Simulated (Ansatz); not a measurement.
Wavefunction ladder for CH₇FO₂SSi₂ (`C[SiH](F)S[SiH](O)O`)

Cartesian coordinates in Å:
```
C 0.485 -2.344 -1.439
Si 0.584 -0.653 -0.702
F 1.687 -0.666 0.477
S -1.300 -0.157 0.136
Si -0.879 1.843 0.810
O -1.826 2.098 2.114
O 0.723 2.021 1.060
H 1.462 -2.650 -1.821
H -0.227 -2.353 -2.267
H 0.157 -3.075 -0.696
H 1.038 0.379 -1.661
H -1.265 2.868 -0.169
H -1.880 1.412 2.782
H 1.242 1.277 1.375
```

Total charge 0; spin multiplicity 1. The structure was optimised at the PBE0-D4/def2-TZVP level. It is one conformer, not always the lowest. Frozen core, restricted reference, the Gaussian-basis code of Ansatz. CBS rows extrapolate triple and quadruple zeta; past MP2 they add the triple-zeta difference.

| basis | HF (Eh) | MP2 corr. | CCSD corr. | (T) | CCSD(T) total |
| --- | --- | --- | --- | --- | --- |
| def2-TZVPP | -1266.93398 | -1.32120 | -1.36938 | ? | ? |
| def2-QZVPP | ? | ? | – | – | – |
| CBS(def2) | ? | -1.51501 | -1.56319 | as TZ | ? |

Question: Fill in the withheld values. (Estimate.)

Answer: The calculation gave: def2-TZVPP (T): -0.05132; def2-TZVPP CCSD(T) total: -1268.35468; def2-QZVPP HF (Eh): -1266.97780; def2-QZVPP MP2 corr.: -1.43254; CBS(def2) HF (Eh): -1266.98383; CBS(def2) CCSD(T) total: -1268.59834.
